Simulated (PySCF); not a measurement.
Fill in the blanks.

C6H18SSi2.
Cartesian coordinates in Å at the PBE0-D3(BJ)/def2-SVP level; atoms count from 1:
```xyz
27
C6H18SSi2 angstrom
C      1.6923   -0.4001   -1.4946
Si     1.7226   -0.0033    0.3427
C      1.8869    1.8489    0.6091
C      3.1623   -0.8831    1.1622
S     -0.0186   -0.7729    1.3692
Si    -1.7320   -0.2730    0.1470
C     -3.1954   -0.4483    1.3079
C     -1.8997   -1.4906   -1.2736
C     -1.6543    1.4872   -0.5082
H      1.5768   -1.4822   -1.6589
H      2.6403   -0.0815   -1.9584
H      0.8745    0.1162   -2.0196
H      1.0607    2.4070    0.1451
H      2.8325    2.2162    0.1774
H      1.8873    2.0791    1.6856
H      4.1184   -0.5335    0.7397
H      3.0959   -1.9718    1.0145
H      3.1763   -0.6873    2.2455
H     -4.1380   -0.2528    0.7709
H     -3.2466   -1.4641    1.7292
H     -3.1200    0.2630    2.1445
H     -1.0593   -1.4144   -1.9790
H     -2.8327   -1.3074   -1.8317
H     -1.9245   -2.5217   -0.8890
H     -0.8262    1.6362   -1.2172
H     -1.5365    2.2075    0.3157
H     -2.5925    1.7230   -1.0372
```

```tsv
property	level	value
point group	PBE0-D3(BJ)/def2-SVP	?
rotational constants A, B, C	PBE0-D3(BJ)/def2-SVP	?
dipole moment	CAM-B3LYP/pcSseg-1	?
HOMO energy	CAM-B3LYP/pcSseg-1	?
LUMO energy	CAM-B3LYP/pcSseg-1	?
13C chemical shifts (computed TMS as zero) by class	GIAO CAM-B3LYP/pcSseg-1	?
1H chemical shifts (computed TMS as zero) by class	GIAO CAM-B3LYP/pcSseg-1	0.23 (H10 and 17 like it) ppm
isotropic shieldings of nuclei other than C and H, by class	GIAO CAM-B3LYP/pcSseg-1	323 (Si2/Si6), 716 (S5) ppm
core binding energies	ΔSCF SCAN, pcX-2 on the ionised atom, pcseg-1 elsewhere, spin-free X2C, 2p3/2 from a spin–orbit splitting computed afterwards within the 2p shell	?
```

Gas-phase values; electronic properties from PySCF, density fitting. Isolated species at its PBE0-D3(BJ)/def2-SVP geometry, gas phase. NMR classes are plain means over equivalent atoms (diastereotopic ones count apart unless rotation or inversion swaps them), as if these changed places fast; in this geometry the members of some classes differ.

(1) Give the core binding energies.

(2) The rotational constants A, B, C?

(3) What is the dipole moment?

(4) The 13C chemical shifts (computed TMS as zero) by class?

(5) Give the HOMO energy.

(6) What is the LUMO energy?

(7) The point group?

## Answers

(1) Si2p3/2 106.2 (Si2/Si6), S2p3/2 167.7 (S5), C1s 289.9 (C1/C3/C4/C7/C8/C9), Si1s 1846.0 (Si2/Si6), S1s 2475.4 (S5) eV.

(2) 1.478, 0.595, 0.582 GHz.

(3) 1.98 D.

(4) 4.5 (C1/C3/C4/C7/C8/C9) ppm.

(5) -8.08 eV.

(6) 1.75 eV.

(7) C2.

Point group C2 permits a dipole; with 1.98 D the species has a pure rotational spectrum. The rotational constants make it an asymmetric top with κ = (2B − A − C)/(A − C) = -0.97, nearer the prolate limit (−1). In atomic units the dipole is 0.78 e·bohr (1 au = 2.5417 D). With B = h/(8π²I), that is 505.379 GHz u Å² over I, the principal moments of inertia are 341.9, 849.4 and 868.8 u Å² (most abundant isotopes).
